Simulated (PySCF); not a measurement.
Compound: C4H6FO2Si (doublet state).
Z-matrix (Å and degrees, GFN2-xTB geometry), rows numbered from 1:
```
O 
C   1  1.1994
C   2  1.5034  1  124.60
C   3  1.5253  2  108.13  1   112.37
F   4  1.3614  3  111.89  2    73.39
C   4  1.3015  3  127.75  2  -105.02
O   6  1.2843  4  138.95  3     0.20
Si  7  1.6441  6  141.22  4   -75.34
H   2  1.1048  1  121.82  3   177.67
H   3  1.0893  2  110.58  1    -7.63
H   3  1.0915  2  110.09  1  -130.68
H   8  1.4516  7   98.63  6  -177.19
H   8  1.4612  7  109.20  6   -56.94
H   8  1.4632  7  108.57  6    62.61
```

The hyperfine couplings belong to this conformer and change with its torsions.

The species is `O=CC/C(F)=[C]\O[SiH3]` [radical].

Computed with UKS B3LYP, pcH-1 on C F H O Si, non-relativistic, mean-field spin-orbit, GIAO (PySCF). Isolated species at its GFN2-xTB geometry (one conformer only). Couplings are sensitive to structure, and on GFN2-xTB geometries they can be far from those on DFT ones.

Question: How many α and β electrons are there, and what is ⟨S²⟩ of the pure spin state?

Answer: Nα = 35, Nβ = 34 (69 in all), and S(S+1) = 0.75 for S = 1/2.

Mulliken spin populations, one withheld:

| atom | bound to | population |
| --- | --- | --- |
| O1 | C2 | +0.0096 |
| C2 | O1, C3, H9 | -0.0038 |
| C3 | C2, C4, H10, H11 | +0.0505 |
| C4 | C3, F5, C6 | -0.0946 |
| F5 | C4 | +0.0065 |
| C6 | C4, O7 | ? |
| O7 | C6, Si8 | +0.1094 |
| Si8 | O7, H12, H13, H14 | +0.0158 |
| H9 | C2 | -0.0001 |
| H10 | C3 | -0.0007 |
| H11 | C3 | -0.0006 |
| H12 | Si8 | -0.0019 |
| H13 | Si8 | +0.0045 |
| H14 | Si8 | +0.0135 |

Question: Fill in the missing population.

Answer: The populations add up to Nα − Nβ = 1, and the others sum to 0.1081, so C6 holds +0.892.

Question: Sum the populations by element and by sign.

Answer: Carbon +0.84, oxygen +0.12, silicon +0.02, hydrogen +0.01, fluorine +0.01. The positive populations sum to 1.10, the negative ones to -0.10.

Question: With ⟨S²⟩ = 0.7579, find the sum of squared α–β overlaps and estimate the admixture of higher spin.

Answer: For a single determinant ⟨S²⟩ = S(S+1) + Nβ − Σ|⟨iα|jβ⟩|², so the squared overlaps of occupied orbitals sum to 34 − 0.0079 = 33.9921. If the quartet state (S + 1) were the only admixture, its weight would be 0.0079/(2S + 2) = 0.26 %.

Question: What Fermi-contact NMR shifts do the couplings of C2, C3, C4, Si8, H10/H11, H12/H13/H14 imply at 298 K (Curie law, g = gₑ)?

Answer: δ = a_FC·h·gₑ μB S(S+1)/(3 g_N μN kT), with k/h = 20836.6 MHz/K:

| nuclei | isotope | a_FC (MHz) | g_N | contact shift (ppm) |
| --- | --- | --- | --- | --- |
| C2 | 13C | -4.73 | 1.4048 | -499 |
| C3 | 13C | 32.06 | 1.4048 | +3378 |
| C4 | 13C | 19.04 | 1.4048 | +2006 |
| Si8 | 29Si | -6.60 | -1.1106 | +880 |
| H10/H11 | 1H | -0.33 | 5.5857 | -9 |
| H12/H13/H14 | 1H | 7.62 | 5.5857 | +202 |

The sign follows the spin density at the nucleus: positive density means a positive shift. Entries for several nuclei are means.

Class means assume fast exchange of nuclei equivalent by connectivity; if that motion is slow, each nucleus keeps its own coupling. The three 1H nuclei of mean +7.6 MHz run from -2.8 to 20.6 MHz in the frozen geometry.
